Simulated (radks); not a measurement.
The numbers below are computed, except where a source is named.
Question: Mean orbital radii <r> (bohr) of neutral bismuth, [Hg] 6p3, of relativity; Dirac values are averaged over j with weights 2j + 1. Spin-unpolarised spherical Kohn-Sham, PBE, point nucleus unless stated (finite: rms radius 5.5211 fm), a radial shooting solver on a logarithmic mesh with Libxc functionals. A level marked "c x" has the speed of light scaled by that factor and shares open shells by 2j + 1; other Dirac levels either fill j = l - 1/2 first or share by 2j + 1.

shell  non-rel.
3s       0.1925
3p       0.1831
3d       0.1595
4s       0.4198
4p       0.4220
4d       0.4252
4f       0.4318
5s       0.9253
5p       0.9889
5d        1.212
6s        2.462
6p        3.112

Give the values at the level "Dirac, c x 1.5".

Answer: 
shell  Dirac, c x 1.5  change of magnitude (%)
3s             0.1834                    -4.73
3p             0.1786                    -2.50
3d             0.1586                    -0.59
4s             0.4017                    -4.32
4p             0.4129                    -2.17
4d             0.4240                    -0.30
4f             0.4358                    +0.92
5s             0.8859                    -4.26
5p             0.9701                    -1.91
5d              1.222                    +0.78
6s              2.344                    -4.79
6p              3.085                    -0.87
